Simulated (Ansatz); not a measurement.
The first iterations of a band of BBrF2 + H2 (6 atoms, charge 0, multiplicity 1).

All numbers below come from Ansatz 0.2.0, RKS B3LYP/def2-mTZVP.

```yaml
movable_images: 3
climbing_image: yes
spring: 5.0 eV/Å²
optimiser: quadratic models (default)
start_path: through a guess of the saddle point
force_threshold: 0.05 eV/Å
iteration_limit: 60
end_points: relaxed
```

Initial state:

```xyz
6
Properties=species:S:1:pos:R:3
B -1.395 -0.489 -0.123
Br -1.893 1.158 -0.964
F -0.976 -1.505 -0.846
F -1.466 -0.617 1.184
H 2.766 1.045 0.211
H 2.964 0.409 0.538
```

Final state:

```xyz
6
Properties=species:S:1:pos:R:3
B -0.314 -1.157 0.430
Br 0.012 2.230 -0.973
F -0.731 -1.677 -0.709
F -1.220 -0.790 1.318
H 1.411 2.445 -0.728
H 0.842 -1.050 0.662
```

| iteration | highest image above the first end (eV) | largest band force component (eV/Å) |
| --- | --- | --- |
| 1 | 1.852 | 5.884 |
| 2 | 1.294 | 1.769 |
| 3 | 1.197 | 8.262 |
| 4 | 0.915 | 2.814 |
| 5 | 0.753 | 1.365 |
| 6 | 1.334 | 4.444 |
| 7 | 0.684 | 2.447 |
| 8 | 0.686 | 0.621 |
| 9 | 1.283 | 4.083 |
| 10 | 0.783 | 1.154 |
| 11 | 0.656 | 0.786 |

Task: Does the band converge within its limit, and where does its top end?

Result: The run converged. It ended after 34 iterations with the highest image 1.753 eV above the first end. Neighbouring images differ by up to 1.7 eV, so the band resolves the path poorly. Another band between the same ends (5 images) ends at a top of the same energy, where a vibrational analysis finds 1 clearly imaginary mode. So few images can step over the top or miss a turn of the path. The orbitals stay closed-shell, which can raise the energy where a bond breaks towards radicals; this wasn't checked here.

Run time: 3.1 min on 2 threads of Intel(R) Xeon(R) Platinum 8488C (Sapphire Rapids), with other jobs on the host, peak memory 0.21 GiB.
